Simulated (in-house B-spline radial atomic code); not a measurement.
Configurations of Sn5+, with energies counted from [Kr] 4d9. Computed with an all-electron radial atomic-structure program (B-spline basis): scalar-relativistic (X2C) B97-1, spin-polarised, spherical fractional occupations, exact exchange averaged over the configuration, Fermi nucleus of rms radius 4.6519 fm. Shells without spins written out take the highest spin.

Occupations are held fixed; configurations that lie above the ionisation limit could autoionise.

```json
{"configuration": "[Kr] 4d8 5s1", "E - E(ref) (eV)": "27.71", "highest orbital": "5s up", "its <r> (bohr)": "1.885"}
{"configuration": "[Kr] 4d8 4f1", "E - E(ref) (eV)": "57.376", "highest orbital": "4f up", "its <r> (bohr)": "1.888"}
{"configuration": "[Ar] 3d10 4s2 4p5 4d10", "E - E(ref) (eV)": "67.188", "highest orbital": "4d down", "its <r> (bohr)": "1.033"}
{"configuration": "[Ar] 3d10 4s2 4p5 4d9 5s1", "E - E(ref) (eV)": "95.345", "highest orbital": "5s up", "its <r> (bohr)": "1.879"}
```

**Question.** Order these further configurations by energy, lowest first.
A. [Ar] 3d10 4s2 4p5 4d9 5p1
B. [Kr] 4d8 5d1
C. [Ar] 3d9 4s2 4p6 4d10
D. [Ar] 3d10 4s2 4p5 4d9 4f1

**Answer.** B (55.67 eV), A (107.16 eV), D (124.88 eV), C (463.04 eV).
